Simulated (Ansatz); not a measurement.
`C[NH][GaH][CH3]` + HCl → `[CH3][GaH][Cl]` + CH₃NH₂  (ligand exchange at a Ga–N bond)

Computed with Ansatz on PBE0-D4/def2-TZVP structures; ΔE is electronic, products minus reactants. CCSD(T)/CBS adds triple-zeta CCSD(T) − MP2 to the extrapolated MP2 energy (def2 sets, frozen cores). This one scheme is used for every species. Functionals use def2-TZVPP. For Ga outer-core shells are correlated without core-valence functions, which leaves a few kJ/mol of doubt a bond. Scalar relativity is left out up to krypton. One conformer a species, not always the lowest.

CCSD(T)/CBS gives -77.2 kJ/mol.

(1) Another level gave -68.9 kJ/mol. Which?
A. MP2/def2-TZVPP
B. revPBE/def2-TZVPP
C. PBE/def2-TZVPP
D. LDA (SPW92)/def2-TZVPP

Largest T1 diagnostic among the species: 0.013.

Results:

(1) D. LDA (SPW92) -68.9, revPBE -88.6, PBE -83.6, MP2/def2-TZVPP -76.7 kJ/mol.

From PBE to PBE0 (25 % exact exchange), in def2-TZVPP and without D4, ΔE moves by −6.0 kJ/mol. Leaving LDA and LC-ωPBE aside and taking each functional with its dispersion term where it has one, the values, not all of them listed here, spread over 13.3 kJ/mol, from BHLYP-D4 to BLYP-D4. LDA lies +14.7 kJ/mol from PBE without D4. In def2-TZVPP, CCSD(T) changes the Hartree–Fock value by +31.7 kJ/mol (the triples alone add +3.4 kJ/mol) and MP2 by +31.2 kJ/mol.
